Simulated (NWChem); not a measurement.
Species: BI$_{2}$, doublet; SMILES [B](I)I

```xyz
3

I      1.8863     0.0000    -0.0411
B      0.0000     0.0000     0.8715
I     -1.8863     0.0000    -0.0411
```
Atoms are numbered in this order, from 1.

Results from NWChem. Spin-unrestricted. In the optimisation the excess spin sits in a1 (C2v, its own frame). Structure relaxed at the PBE0/def2-SVP, spin-unrestricted level. No stability test was run on the SCF state. def2 effective core potentials on I; no spin-orbit coupling.

Problem. What does the run give for UHF/def2-TZVPP? Quantities: highest occupied level (eV); lowest empty minus highest occupied level, either spin (eV); dipole (D).

Solution. 
| Item | Value |
|---|---|
| highest occupied level (eV) | -8.93 |
| lowest empty minus highest occupied level, either spin (eV) | 9.68 |
| dipole (D) | 0.20 |
